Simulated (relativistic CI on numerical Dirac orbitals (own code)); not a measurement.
Transition arrays of Rb18+

Method of calculation: Dirac-Coulomb-Breit CI, orbitals from a KLI potential per configuration, model QED (radiative potential, 1s self-energy scaled to tabulated hydrogen-like ionisation energies), valence Slater integrals scaled by 0.9, whole transition arrays (own radial code, finite nucleus).

Configurations in the expansion (outside the closed core [Ne] 3s2): 3p6 3d, 3p6 4f, 3p5 3d2, 3p6 4p, 3p6 5f. Levels of other configurations are missing.

All E1 lines from the levels of 3p6 3d; mean and standard deviation are weighted by gf, and upper levels are sorted by their leading configuration.

| Upper configuration | Lines | Σgf | Mean (eV) | Mean (nm) | σ (eV) | Strongest line (nm) |
| --- | --- | --- | --- | --- | --- | --- |
| 3p6 4f | 3 | 8.4 | 384.97 | 3.221 | 1.03 | 3.228 |
| 3p5 3d2 | 60 | 19.9 | 135.88 | 9.124 | 7.45 | 8.844 |
| 3p6 4p | 3 | 0.3 | 307.95 | 4.026 | 1.01 | 4.021 |
| 3p6 5f | 3 | 2.3 | 500.61 | 2.477 | 1.06 | 2.481 |

Σgf per state of the lower configuration in bins of 0.2 nm over the central range (centre: value): 2.5: 0.23, 3.3: 0.84, 4.1: 0.03, 8.7: 0.36, 8.9: 0.92, 9.5: 0.35, 9.7: 0.25, 10.1: 0.01.

Question: How do configuration mixing and the scaling of the Slater integrals move the arrays?

Answer: Slater scale 0.9, no configuration mixing: 3p6 4f 384.6 ± 1.0 eV (Σgf 7.6), 3p5 3d2 135.9 ± 7.4 eV (Σgf 20.3), 3p6 4p 307.9 ± 1.0 eV (Σgf 0.4), 3p6 5f 500.5 ± 1.1 eV (Σgf 1.9); Slater scale 1: 3p6 4f 385.0 ± 1.0 eV (Σgf 8.5), 3p5 3d2 138.8 ± 8.0 eV (Σgf 20.3), 3p6 4p 308.0 ± 1.0 eV (Σgf 0.3), 3p6 5f 500.6 ± 1.1 eV (Σgf 2.3); Slater scale 0.8: 3p6 4f 384.9 ± 1.0 eV (Σgf 8.3), 3p5 3d2 133.0 ± 6.9 eV (Σgf 19.5), 3p6 4p 307.9 ± 1.0 eV (Σgf 0.4), 3p6 5f 500.6 ± 1.1 eV (Σgf 2.2). With mixing, levels are counted to their leading configuration, so an array can shrink or vanish into another, and the sums then hold other lines.
